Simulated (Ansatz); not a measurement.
The cluster MnCl₂, relaxed as a quartet with UKS B3LYP-D4/def2-TZVP in Ansatz, starting from the B3LYP-D4/def2-TZVP geometry of the neutral doublet. Force threshold 0.02 eV/Å.

The charge 0 quartet is spin-contaminated (final ⟨S²⟩ up to 4.74, 3.75 for a pure state). The relaxation made no stability test and no search for a lower SCF solution. At B3LYP-D4/def2-TZVP a sextet of charge 0 lies 1.75 eV below the quartet, each at its own geometry. The structure comes from a short search, and lower isomers may exist.

Start:

Cartesian coordinates in Å:
```
Mn 0.0000 0.0000 0.0000
Cl -1.2955 1.3426 -1.0863
Cl 1.2955 -1.3426 1.0863
```

```tsv
step	energy (eV)	largest force component (eV/Å)	SCF passes
1	-56370.3259	0.088	109
2	-56370.3267	0.021	23
3	-56370.3267	0.000	24
```

Force components are those of the run's own axes.

End:

```tsv
atom	x (Å)	y (Å)	z (Å)
Mn1	0.000	0.000	0.000
Cl2	-1.300	1.347	-1.090
Cl3	1.300	-1.347	1.090
```

By distances, no bond broke or formed. The bond that changes most is Mn1–Cl3, from 2.16 to 2.17 Å (atoms count from 1).

No frequencies were taken in this run, so the end may be a saddle point.

Hardware: 4 threads of Arm Neoverse V1 on a shared host. Wall time 7.5 s.
